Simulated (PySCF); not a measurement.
**Telling isomers of C8H5F3O apart by NMR**

All values are calculated (PySCF 2.14.0 with density-fitted response routines): shieldings: GIAO PBE0/pcSseg-1, GFN2-xTB geometry. A single conformation, one averaged value for each set of equivalent atoms, no solvent model, non-relativistic Hamiltonian.

References, each an isolated molecule treated in the same way: $^{1}$H (σ = 31.72 ppm), $^{13}$C (σ = 186.93 ppm) vs TMS. Splittings of carbon signals by F and P are missing where no couplings were computed. Where no couplings were computed, multiplicities follow the n + 1 count of equivalent neighbours, and m marks all less simple cases (inequivalent or close neighbours, rings, F or P nearby). Shifts are as computed. Against solution values, carbons near 30 ppm lie about +3 ppm off and those near 130 ppm about +5 ppm. Of 1211 compounds with measured shifts, 218 miss one by over three times the rms of a fit or turn the order of signals round; such compounds aren't used in these exercises.

(1) Tabulate the signals of `O=C(c1ccccc1)C(F)(F)F`, `Fc1ccc2c(c1)[C@@H]2OC(F)F` and their relative energies.

(2) What is the quickest way to tell O=C(c1ccccc1)C(F)(F)F from Fc1ccc2c(c1)[C@@H]2OC(F)F?

Results:

(1) 
| SMILES | carbon types | δC | δH | E rel. (kcal/mol) |
| --- | --- | --- | --- | --- |
| O=C(c1ccccc1)C(F)(F)F | 3×C 5×CH | 186.3, 142.5, 139.0, 134.5, 133.6, 126.8 | 8.72 (d, 2H), 8.03 (m, 1H), 7.90 (m, 2H) | 0.0 |
| Fc1ccc2c(c1)[C@@H]2OC(F)F | 3×C 5×CH | 175.2, 141.2, 127.5, 125.3, 124.8, 124.6, 111.5, 64.9 | 7.88 (m, 1H), 7.58 (m, 1H), 7.40 (m, 1H), 6.79 (m, 1H), 5.95 (s, 1H) | 65.8 |

Energies are electronic energies at PBE0/pcSseg-1 on these geometries, without zero-point or thermal terms, each for the one conformer computed, which needn't be the lowest.

(2) Count the carbon signals: 6 against 8. The first has an aromatic CH at 142.5 ppm, the second a three-membered-ring carbon (CH) at 64.9 ppm. Their most deshielded carbons lie at 186.3 and 175.2 ppm. In the proton spectra the most deshielded non-exchanging signals are 8.72 (d, 2H) and 7.88 (m, 1H).
